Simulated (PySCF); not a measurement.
# One molecule, several mistakes: BClFH2Si

Calculated results; nothing here was measured. They come from PySCF 2.14.0, an open-source quantum chemistry program, on an isolated molecule that a program drew, which may never have been made. The molecule is BClFH2Si (charge 0, doublet), drawn as the SMILES string `F[SiH]BCl`.

Each row is a Hartree-Fock (HF) and frozen-core CCSD(T) single point in the cc-pV(D+d)Z basis, meant for a local HF minimum. Run 1 is clean. Each other run has one planted mistake out of seven kinds, and not every kind appears here: one electron removed, one electron added, multiplicity raised by two, geometry at a saddle point, minimal basis STO-3G, one bond length entered in bohr, all coordinates scaled. The reference is restricted for singlets and unrestricted otherwise, and also for a bond in bohr. Adding or removing an electron swaps singlet and doublet. Electrons count all cores. HOMO and LUMO are orbital energies over both spins, the gradient is its largest component, and the lowest frequency (negative if imaginary) is given only where the gradient is small. Bond lengths are over the 5 bonds as drawn. T1 is the CCSD diagnostic: over 0.02 (restricted) or 0.045 (unrestricted) a single reference is doubtful.

Geometry of the clean run:
```xyz
6
BClFH2Si, angstrom
F    -1.2123    1.0685   -0.1518
Si   -1.3708   -0.5276    0.0910
B     0.3035   -1.5579   -0.2984
Cl    0.4097   -3.2233    0.2757
H    -1.9872   -0.7175    1.4184
H     1.1910   -1.1535   -0.9837
```

| run | electrons | basis functions | <S^2> | HOMO (eV) | LUMO (eV) | gradient (hartree/bohr) | lowest frequency (cm^-1) | mean bond (Å) | longest bond (Å) | T1 | HF (hartree) | CCSD(T) (hartree) | mistake |
|---|---|---|---|---|---|---|---|---|---|---|---|---|---|
| 1 | 47 | 84 | 0.773 | -9.19 | 0.40 | 2.8e-06 | 105 | 1.6118 | 2.004 | 0.0196 | -873.77626 | -874.31130 | no fault |
| 2 | 47 | 84 | 0.763 | -8.39 | 0.42 | 4.5e-05 | -275 | 1.5937 | 1.926 | 0.0169 | -873.77245 | -874.31259 | geometry at a saddle point |
| 3 | 47 | 84 | 3.769 | -7.17 | -2.78 | 5.1e-02 | - | 1.6118 | 2.004 | 0.0315 | -873.61587 | -874.15016 | multiplicity raised by two |
| 4 | 47 | 84 | 0.772 | -9.44 | 0.19 | 4.2e-02 | - | 1.6891 | 2.100 | 0.0204 | -873.76439 | -874.30224 | all coordinates scaled |
| 5 | 46 | 84 | 0.000 | -17.19 | -7.48 | 5.9e-02 | - | 1.6118 | 2.004 | 0.0223 | -873.46984 | -874.00742 | ? |
| 6 | 47 | 30 | 0.765 | -6.40 | 4.56 | 3.1e-02 | - | 1.6118 | 2.004 | 0.0224 | -863.75449 | -863.87599 | ? |

**Which mistake was planted in run 5, and what did it cost?**

It counts 46 electrons, one fewer than the clean run, at the same geometry and basis. So the mistake is: one electron removed. Subtracting run 1 and multiplying by 627.51 kcal/mol a hartree, the energy moved by 192.3 kcal/mol in HF and 190.7 kcal/mol in CCSD(T).

**Which mistake was planted in run 6, and what did it cost?**

It has 30 basis functions where the clean run has 84, with the same electrons and geometry. So the mistake is: minimal basis STO-3G. Subtracting run 1 and multiplying by 627.51 kcal/mol a hartree, the energy moved by 6288.8 kcal/mol in HF and 6548.3 kcal/mol in CCSD(T).

Cautions from the logs. Run 5: T1 is over the limit, so its CCSD(T) energy is less reliable.
